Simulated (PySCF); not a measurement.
Species: isophthalonitrile, C8H4N2.
Bonds: N1–C2 (triple), C2–C3, C3–C4 (aromatic), C4–C5 (aromatic), C5–C6 (aromatic), C6–C7 (aromatic), C7–C8, C8–N9 (triple), C7–C10 (aromatic), C3–C10 (aromatic). Hydrogens: H11 on C4; H12 on C5; H13 on C6; H14 on C10.

The geometry is computed with GFN2-xTB (gas phase).

Problem. List the bond lengths and angles at this level.

Solution. 
| bond | length (Å) | order |
| --- | --- | --- |
| N1≡C2, C8≡N9 | 1.145 | triple |
| C2–C3, C7–C8 | 1.417 | single |
| C3–C4, C6–C7 | 1.396 | aromatic |
| C4–C5, C5–C6 | 1.384 | aromatic |
| C3–C10, C7–C10 | 1.392 | aromatic |
| C4–H11, C6–H13 | 1.080 | single |
| C5–H12 | 1.079 | single |
| C10–H14 | 1.080 | single |

Bonds in one row agree within 0.01 Å and their mean is given. Orders are formal, as drawn. A selection of angles:
| angle | degrees |
| --- | --- |
| N1–C2–C3 | 179.7 |
| C2–C3–C4 | 119.8 |
| C2–C3–C10 | 119.7 |
| C4–C3–C10 | 120.5 |
| C3–C4–C5 | 119.8 |
| C4–C5–C6 | 120.4 |
| C3–C10–C7 | 119.1 |

The 10 heavy atoms lie in one plane (0.000 Å rms). The C–C distances run from 1.384 Å (C5–C6, aromatic) to 1.417 Å (C2–C3, drawn single), a spread of 0.033 Å. The 6-membered ring C3–C4–C5–C6–C7–C10 has internal angles of 119.1° to 120.5°; it is planar, 0.00 Å rms from its mean plane, widest ring torsion 0°.

Point group: C2v (every atom within 0.08 Å of its image). No GFN2-xTB frequencies stand behind this structure, so it isn't proved a minimum.
